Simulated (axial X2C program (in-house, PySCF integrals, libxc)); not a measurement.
# What spin–orbit coupling does to GaIn

Calculated with an in-house relativistic program for diatomic molecules. Spin-free means the one-electron spin-free X2C Hamiltonian; two-component (2c) means X2C with spin–orbit coupling and atomic mean-field two-electron Coulomb and Gaunt terms, so the difference of the two also holds small scalar two-electron terms. Basis: In dyall-cv3z [11s12p9d4f1g], Ga dyall-cv3z [9s9p7d4f1g] (cores contracted in-house); Gaussian nuclei, density fitting, unrestricted open shells. Masses: In 114.904 u, Ga 68.926 u.

Spin-free state: M_S = 1, Λ = 1 (beyond evenly filled blocks: σα, π+α); fragments In + Ga.

```json
{"level": "TPSSh", "Re (Å)": "2.864", "ωe (cm⁻¹)": "136.2", "De (eV)": "1.292", "μ (D)": "-0.27"}
```

Dipoles are positive if Ga is the positive end.

Two-component determinant lowest at the distance of the search:

Ω = 1 (⟨Sz⟩ = 0.99, ⟨Lz⟩ = 0.01 at TPSSh); fragments In + Ga.

```json
{"level": "TPSSh", "Re (Å)": "2.598", "ωe (cm⁻¹)": "176.5", "μ (D)": "-0.54"}
```

(1) From the two tables, how do the constants change at the TPSSh level (2c against spin-free)?

De is counted from the lowest determinant-based energies of the atoms at the same level, without counterpoise correction. De is not given where an atomic determinant may have missed its ground term or J level, or where the truncated virtual space spoils (T). Density functionals use the spin component along the axis (collinear). The functionals have no current-density term, which raises determinants with orbital currents, atoms included. The state is one determinant with fixed occupations, lowest in a PBE0 search at one distance only: followed along the bond, the 2c determinant Ω = 2 reaches 0.06 eV lower at PBE0, at Re = 2.872 Å, so the state shown is not the lowest. With several unpaired electrons one determinant need not be a pure state. Open-shell Ω = 0 determinants with evenly filled partner blocks cannot be reached by this program, so the Ω shown need not be the lowest component.

Results:

(1) At the TPSSh level Re goes down by 0.266 Å and ωe goes up by 40.3 cm⁻¹. The two determinants differ in configuration, so these shifts compare two states and are not the spin–orbit effect on one state.
